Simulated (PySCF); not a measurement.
silylmethoxysilane (CH8OSi2), SMILES [SiH3]CO[SiH3].

Coordinates come from a B3LYP-D3(BJ)/def2-SVP optimisation. The values are those of a single conformer.

Level of theory: SMD-ωB97X/def2-SVP (PySCF).

Solvation free energies are E(SMD) − E(gas) at the gas-phase geometry, for 1 M in both phases. In vacuum the dipole moment is 1.03 D.

Computed solvation free energies in water, chloroform, toluene:
| solvent | ΔG(solv) (kcal/mol) | its non-electrostatic (CDS) part | dipole (D) |
|---|---|---|---|
| water | 1.1 | 3.9 | 1.52 |
| chloroform | -1.9 | -0.5 | 1.30 |
| toluene | -1.5 | -0.7 | 1.19 |
